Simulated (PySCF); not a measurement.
GaH + 2 Br₂ → GaBr₃ + HBr

Level: PBE0 in the def2-SVP basis family, all electrons, no relativity, computed in PySCF with density fitting; open shells unrestricted.

```json
{"species": "GaH", "state and structure": "singlet, C∞v, Ga–H 1.683 Å", "E (Eh)": "-1924.91062", "ZPE (kJ/mol)": "9.6", "H(298 K) − H(0) (kJ/mol)": "8.7", "S° (J/(mol K))": "199.6"}
{"species": "Br₂", "state and structure": "singlet, D∞h, Br–Br 2.298 Å", "E (Eh)": "-5147.07788", "ZPE (kJ/mol)": "1.9", "H(298 K) − H(0) (kJ/mol)": "9.7", "S° (J/(mol K))": "245.2"}
{"species": "GaBr₃", "state and structure": "singlet, D3h, Ga–Br 2.266 Å (×3)", "E (Eh)": "-9645.17115", "ZPE (kJ/mol)": "7.3", "H(298 K) − H(0) (kJ/mol)": "19.0", "S° (J/(mol K))": "359.3"}
{"species": "HBr", "state and structure": "singlet, C∞v, H–Br 1.422 Å", "E (Eh)": "-2574.14453", "ZPE (kJ/mol)": "16.1", "H(298 K) − H(0) (kJ/mol)": "8.7", "S° (J/(mol K))": "198.5"}
```

What is the electronic reaction energy?

At PBE0/def2-SVP, ΔE = -654.5 kJ/mol from the differences of the total energies times 2625.5, downhill. 

Add zero-point, thermal and entropy terms for 298.15 K and 1 bar.

ΔZPE = 10.0 and Δ[H(298) − H(0)] = -0.4 kJ/mol give ΔH° = -644.9 kJ/mol. ΔS° = -132.2 J/(mol K), so ΔG° = -644.9 − 298.15 × (-0.1322) = -605 kJ/mol.

Only the bonding shown was studied: isomers, or loss of a ligand pair, can lie lower.
